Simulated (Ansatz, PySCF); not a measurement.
Gas-phase reaction in SMILES: C=CCCC(C)C + 5 C (CH4) -> C=C (C2H4) + 5 CC (C2H6) [ethane]
Structures are relaxed separately at B3LYP-D3(BJ)/def2-TZVP in Ansatz (a quantum-chemistry and plane-wave program), one conformer each, not searched for the lowest. Frequencies are from Ansatz or PySCF.

Property: bond separation energy (enthalpy at 298 K, with B3LYP-D3(BJ) rigid-rotor harmonic-oscillator terms), in kcal/mol. Cores are frozen in the correlated levels unless marked. No spin-orbit coupling. Non-relativistic. Basis-set limits of correlation are two-point, X^-3; Hartree-Fock from the larger set. [CCSD(T)-MP2]/basis is that difference in the basis named.

RI-MP2/CBS(cc-pVTZ,cc-pVQZ)+[CCSD(T)-MP2]/cc-pVTZ (Ansatz) gives 17.1 kcal/mol.

Q: Another calculation gave 17.8 kcal/mol. Which level was it?
A. revPBE/def2-TZVPD (Ansatz)
B. PBE/def2-TZVPD (Ansatz)
C. B97M-V/def2-TZVPD (Ansatz)

A: C, B97M-V/def2-TZVPD (Ansatz). The others give 12.9 (PBE), 10.2 (revPBE) kcal/mol.
